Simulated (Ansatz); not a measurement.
H2FInS2, SMILES `[F][In]([SH])[SH]` (S–In–S–H torsion 0°, S–In–S–H torsion 180°) with one electron removed (charge 1, multiplicity 2), frozen-core CCSD(T)/def2-TZVPP // PBE-D3(BJ)/def2-TZVP (Ansatz, an electronic-structure program). The calculation was stopped at its time limit.

Ansatz 0.2 input:
```yaml
crystal:
  periodic: [false, false, false]
  atoms:
    - { symbol: F, position_ang: [0.659025, 2.180257, -0.297837] }
    - { symbol: In, position_ang: [-0.055663, 0.354272, -0.077511] }
    - { symbol: S, position_ang: [-2.397537, 0.152231, -0.454266] }
    - { symbol: S, position_ang: [1.612861, -1.239869, 0.521124] }
    - { symbol: H, position_ang: [-2.377911, -1.178577, -0.195583] }
    - { symbol: H, position_ang: [2.559226, -0.268312, 0.504075] }
basis:
  gaussian: { orbitals: def2-TZVPP }
correlation:
  method: ccsd_t
total_charge: 1
magnetization:
  spin_polarized: true
  initial_magnetization: 1
```

The last lines of the output:

```
mean field evaluation 576: about -29509.3326 eV, gradient 3.3e-2 eV
mean field evaluation 608: about -29509.8455 eV, gradient 3.3e0 eV
mean field evaluation 640: about -29508.5544 eV, gradient 4.5e-1 eV
mean field evaluation 672: about -29508.6827 eV, gradient 1.5e0 eV
mean field evaluation 704: about -29507.9235 eV, gradient 1.3e-1 eV
mean field evaluation 736: about -29514.6860 eV, gradient 2.9e-3 eV
mean field evaluation 768: about -29515.4193 eV, gradient 9.8e-1 eV
mean field evaluation 800: about -29513.3625 eV, gradient 2.5e-2 eV
mean field evaluation 832: about -29513.5218 eV, gradient 1.2e-1 eV
mean field -29516.60165919 eV, -1084.7151039041 hartree, gradient 1.5e-6 eV, S^2 0.764846; 19 other end points of the search recorded, 0 dependent functions left out
determinant -29516.60165919 eV, -1084.7151039041 hartree, with singles and doubles -29540.50239733 eV, -1085.5934398302 hartree
determinant -29516.57867250 eV, -1084.7142591589 hartree, with singles and doubles -29540.46262188 eV, -1085.5919781093 hartree
determinant -29516.02755985 eV, -1084.6940061424 hartree, with singles and doubles -29540.41951692 eV, -1085.5903940313 hartree
determinant -29515.44683714 eV, -1084.6726649766 hartree, with singles and doubles -29539.54369909 eV, -1085.5582083198 hartree
determinant -29515.34824867 eV, -1084.6690419171 hartree, with singles and doubles -29539.87214579 eV, -1085.5702785134 hartree
determinant -29514.68602150 eV, -1084.6447055173 hartree, with singles and doubles -29538.02064218 eV, -1085.5022370107 hartree
determinant -29514.54490295 eV, -1084.6395195065 hartree, with singles and doubles -29537.73735401 eV, -1085.4918263625 hartree
determinant -29513.53679092 eV, -1084.6024720725 hartree, with singles and doubles -29537.04621311 eV, -1085.4664274028 hartree
determinant -29513.36252393 eV, -1084.5960678788 hartree, with singles and doubles -29536.89314220 eV, -1085.4608021505 hartree
determinant -29516.60165919 eV, -1084.7151039041 hartree, with singles and doubles -29540.43079967 eV, -1085.5908086649 hartree
determinant -29516.57867250 eV, -1084.7142591589 hartree, with singles and doubles -29540.39159662 eV, -1085.5893679791 hartree
determinant -29516.02755985 eV, -1084.6940061424 hartree, with singles and doubles -29540.34316849 eV, -1085.5875882782 hartree
determinant -29516.60165919 eV, -1084.7151039041 hartree, with singles and doubles -29540.44407536 eV, -1085.5912965374 hartree
```
